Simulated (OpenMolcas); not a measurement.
An input for CH3OSb (SMILES [CH2]1[O][SbH]1)

CH3OSb: 6 atoms, total charge 0, spin state singlet. SMILES: `[CH2]1[O][SbH]1`. Geometry: a GFN2-xTB relaxation, a rough one for these elements and not checked as a minimum.

```
atom    x (Å)    y (Å)    z (Å)
   C   0.0357  -0.2282  -0.6561
   O  -0.8807  -0.7721   0.2136
  Sb   0.6322  -0.1702   1.3778
   H  -0.2705   0.6947  -1.1343
   H   0.5222  -0.9373  -1.3167
   H  -0.0389   1.4131   1.5158
```

Settings wanted:

```yaml
method: HF
reference: RHF
relativity: DKH2
integral_approximation: RICD
basis_set: ANO-RCC-VDZP
task: energy
nucleus: point
```

Problem. Give an OpenMolcas 26.06 job that does this.

Solution. This one ran through:

step1.inp:
```
&GATEWAY
BasisSet
C.ANO-RCC-VDZP....
C1 0.035700 -0.228170 -0.656140 angstrom
End of Basis
BasisSet
O.ANO-RCC-VDZP....
O2 -0.880680 -0.772100 0.213590 angstrom
End of Basis
BasisSet
Sb.ANO-RCC-VDZP....
Sb3 0.632170 -0.170230 1.377760 angstrom
End of Basis
BasisSet
H.ANO-RCC-VDZP....
H4 -0.270480 0.694700 -1.134320 angstrom
H5 0.522200 -0.937290 -1.316660 angstrom
H6 -0.038910 1.413090 1.515770 angstrom
End of Basis
RICD
&SEWARD
Relativistic = R02E00
&SCF
PrOrbitals = 0
```

```bash
$ export MOLCAS_MEM=1860
$ pymolcas step1.inp > step1.log
```

Calculated total energy: -6590.99189 Eh.
